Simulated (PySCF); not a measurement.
Reproducing measurements on phosphorus tribromide

**Experimental background.**

NIST CCCBDB Release 22 (SRD 101), experimental dipoles lists, for the gas: dipole moment 0.61 D.

The results are set against them at the end.

Phosphorus tribromide, PBr3.
SMILES with atom numbers: `[Br:1][P:2]([Br:3])[Br:4]`

Cartesian coordinates in Å at the PBE0-D3(BJ)/def2-SVP level; atoms count from 1:
```xyz
4
PBr3 angstrom
Br     1.9758    0.0066   -0.2747
P     -0.0245   -0.0003    0.7237
Br    -1.0345    1.7097   -0.2982
Br    -1.0049   -1.7456   -0.2671
```

The PySCF runs (gas phase, on this PBE0-D3(BJ)/def2-SVP geometry; no spin–orbit coupling):

```tsv
level	job	basis functions	wall time
PBE0-D3(BJ)/def2-SVP, grid level 1	geometry optimisation from a GFN2-xTB start	114	22 s
```

Hardware: Intel Xeon Platinum 8375C at 2.90 GHz, one thread (shared host).

**Comparison with experiment**

**Dipole moment.** Measured: 0.61 D (NIST CCCBDB Release 22 (SRD 101), experimental dipoles).

```json
{"level": "PBE0-D3(BJ)/def2-SVP", "computed (D)": "0.44", "computed − measured (D)": "-0.17", "% (from the printed values)": "-28"}
```

The computed dipoles belong to one fixed geometry; measured ones are averaged over vibrations unless marked μe. Magnitudes are compared, not signs.

The geometry is computed, not the measured one. Where a level misses, the cause wasn't examined.
